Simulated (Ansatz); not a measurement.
Born–Oppenheimer molecular dynamics of ClH₅InNSi (9 atoms, charge 0, multiplicity 1). It starts at the highest image of a converged band, a first-order saddle point between two minima.

These are results of RKS PBE-D4/def2-SVP in Ansatz 0.2.0, not measurements.

| Item | Value |
| --- | --- |
| ensemble | NVE (velocity Verlet) |
| time step | 0.5 fs |
| steps asked | 200 |
| starting velocities drawn for | 300 K |
| seed | 10549 |

First frame:

```xyz
9
Properties=species:S:1:pos:R:3
In -1.520 -1.336 -1.733
Si 0.760 -0.128 0.864
N 0.318 -0.715 -0.710
H -1.051 1.344 -0.421
Cl -2.224 1.635 -0.943
H -0.323 0.851 1.277
H 2.065 0.637 0.877
H 0.852 -1.145 1.984
H 1.123 -1.142 -1.195
```

**Question.** What does the run give?

**Answer.** All steps were run.

```json
{
 "steps done": "200",
 "time covered": "100 fs",
 "mean temperature over the second half": "363 K",
 "spread of the potential energy over the second half": "12.6 meV per atom",
 "mean potential energy of the second half above the start": "-6.3 meV per atom"
}
```

The conserved energy stayed within 0.082 meV per atom of its start (net change 0.047 meV per atom), so the integration is sound. A run of 0.1 ps of so small a system gives no equilibrium averages. The orbitals stay closed-shell, which can raise the energy where a bond breaks towards radicals; this wasn't checked here.

**Question.** What happens to the structure?

**Answer.** Between its relaxed ends the band would form In1–N3, H4–Cl5 and break In1–Cl5, N3–H4. These pairs go: In1–N3 2.19 → 2.30 Å, H4–Cl5 1.32 → 1.45 Å, In1–Cl5 3.15 → 3.44 Å, N3–H4 2.49 → 1.44 Å. In the last frame they stand as after the step (other bonds may differ from the relaxed reactants and products). It ends as ClH + H4InNSi. Pairs count as bonded within 1.25 times the sum of covalent radii (0.12 Å more for H–H). This is one draw of velocities; another would differ in detail.

**Question.** How do temperature and energy run in time?

**Answer.** 
```csv
time (fs),T (K),potential energy less start (eV),conserved less start (meV/atom)
0.0,300,0.000,0.00
8.0,154,0.132,0.04
16.0,264,0.033,0.03
24.0,165,0.123,0.04
32.0,242,0.053,0.01
40.0,134,0.151,0.04
48.0,249,0.047,0.04
56.0,206,0.085,0.06
64.0,303,-0.002,0.02
72.0,266,0.031,0.05
80.0,439,-0.126,0.02
88.0,445,-0.131,0.05
96.0,565,-0.240,0.04
```

Run time: 4.2 min on 2 threads of Intel(R) Xeon(R) Platinum 8488C (Sapphire Rapids), on a shared host, peak memory 0.16 GiB.
